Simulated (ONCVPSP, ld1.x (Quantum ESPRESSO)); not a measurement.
## Potentials for chlorine (Cl) compared

Generated with ld1.x 7.5 (TM, RRKJ, ultrasoft, PAW), atompaw 4.2 or ONCVPSP 4.0.1. The cutoff is in Ry: for ld1.x and atompaw files where the sum of valence levels is converged to 10 mRy in a Bessel basis, for ONCV files where the hardest occupied wave has 1 mHa per electron of residual kinetic energy. The error is the largest all-electron minus pseudo excitation energy over each file’s own four to seven test configurations (ionisations up to +4, promotions, holes and added fractions of an electron), all of which were solved. The labels leave out finer settings (local radius, basis sizes, second energies), which also bear on the numbers. Spin-polarised tests are not counted. The rows are a selection from randomly drawn settings: files with unsolved tests, undetermined cutoffs or missed reference levels are left out.

A true bound ghost makes a file unfit for plane-wave use even where its test errors are small: the radial tests pick states by their node count and pass the ghost by.

```tsv
potential	cutoff (Ry)	largest error (meV)	bound ghosts
ONCV, PBEsol, scalar-relativistic, rc 1.05/1.05/1.45 (spd), local s, core correction yes, reference 3s1.5 3p5.5, qcut 6.4/7.7/7.7, projectors 0/1/3	176	+187	none
ONCV, LDA (Perdew-Wang 92), scalar-relativistic, rc 0.85/0.65/0.70 (spd), local smoothed, core correction yes, reference 2s2 2p6 3s2 3p5, qcut 15.8/26/12, projectors 2/2/2	454	+10	none
TM semilocal, PBE, scalar-relativistic, rc 1.00/1.25 (sp), local s, core correction yes, reference 3s1.75 3p5.25	100	+231	none
ONCV, Wu-Cohen, non-relativistic, rc 1.00/1.05 (sp), local smoothed, core correction yes, reference 3s2 3p2, qcut 5.9/9.5, projectors 2/2	198	+13	s, p
ONCV, PBEsol, non-relativistic, rc 0.80/0.80/0.65 (spd), local smoothed, core correction no, reference 2s2 2p6 3s2 3p5, qcut 19.3/16.6/12.3, projectors 2/2/1	240	+12	none
TM, PBE, non-relativistic, rc 1.10/1.45/1.30 (spd), local p, core correction yes, reference 3s1.75 3p5.25	55	+209	none
```

**Question.** Fill in the row for Cl: ONCV, LDA (Perdew-Wang 92), scalar-relativistic, rc 1.30/1.05/1.30 (spd), local smoothed, core correction no, reference 3s2 3p5, qcut 4.9/8.4/7.8, projectors 2/2/2.

**Answer.** cutoff 76 Ry, largest error +73 meV, bound ghosts: p.
